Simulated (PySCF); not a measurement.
AlClH5NO2Si, SMILES [OH][Al]([OH])[NH][SiH2]Cl.

Geometry: PBE0-D3(BJ)/def2-SVP. The structure was generated by enumeration; whether it is a known compound was not checked. The values are those of a single conformer.

All values below come from TDDFT-CAM-B3LYP/def2-SVPD in PySCF.

Vertical excitations. Gas-phase values at a fixed geometry.

Computed excitation energies, oscillator strengths and character:
```json
[
 {"state": "S1", "energy (eV)": "6.39", "λ (nm)": "194", "f": "0.014", "main pairs": "HOMO→LUMO 88 %"},
 {"state": "S2", "energy (eV)": "7.23", "λ (nm)": "171", "f": "0.001", "main pairs": "HOMO−3→LUMO 86 %"},
 {"state": "S3", "energy (eV)": "7.58", "λ (nm)": "164", "f": "0.001", "main pairs": "HOMO−1→LUMO 73 %"},
 {"state": "S4", "energy (eV)": "7.69", "λ (nm)": "161", "f": "0.101", "main pairs": "HOMO→LUMO+2 57 %, HOMO→LUMO+4 9 %"},
 {"state": "S5", "energy (eV)": "7.77", "λ (nm)": "160", "f": "0.029", "main pairs": "HOMO−5→LUMO 24 %, HOMO→LUMO+1 18 %, HOMO→LUMO+3 18 %, HOMO−2→LUMO 13 %"},
 {"state": "S6", "energy (eV)": "7.80", "λ (nm)": "159", "f": "0.130", "main pairs": "HOMO−4→LUMO 57 %, HOMO→LUMO+2 15 %"},
 {"state": "S7", "energy (eV)": "7.95", "λ (nm)": "156", "f": "0.032", "main pairs": "HOMO−1→LUMO+2 82 %"},
 {"state": "S8", "energy (eV)": "7.98", "λ (nm)": "155", "f": "0.055", "main pairs": "HOMO−6→LUMO 73 %"},
 {"state": "S9", "energy (eV)": "8.04", "λ (nm)": "154", "f": "0.106", "main pairs": "HOMO→LUMO+1 31 %, HOMO−5→LUMO 30 %, HOMO→LUMO+6 8 %, HOMO−4→LUMO 8 %"},
 {"state": "S10", "energy (eV)": "8.09", "λ (nm)": "153", "f": "0.070", "main pairs": "HOMO→LUMO+3 34 %, HOMO−2→LUMO 21 %, HOMO→LUMO+1 13 %, HOMO→LUMO+4 7 %"},
 {"state": "T1", "energy (eV)": "6.08", "λ (nm)": "204", "f": "0", "main pairs": "HOMO→LUMO 81 %"},
 {"state": "T2", "energy (eV)": "6.90", "λ (nm)": "180", "f": "0", "main pairs": "HOMO−3→LUMO 81 %"},
 {"state": "T3", "energy (eV)": "7.21", "λ (nm)": "172", "f": "0", "main pairs": "HOMO→LUMO+2 78 %"},
 {"state": "T4", "energy (eV)": "7.32", "λ (nm)": "169", "f": "0", "main pairs": "HOMO−5→LUMO 35 %, HOMO−4→LUMO 19 %, HOMO−3→LUMO+1 8 %, HOMO→LUMO+3 8 %"}
]
```
Triplets are in the Tamm–Dancoff approximation, which puts them higher than full response would, so one can lie above its singlet here.
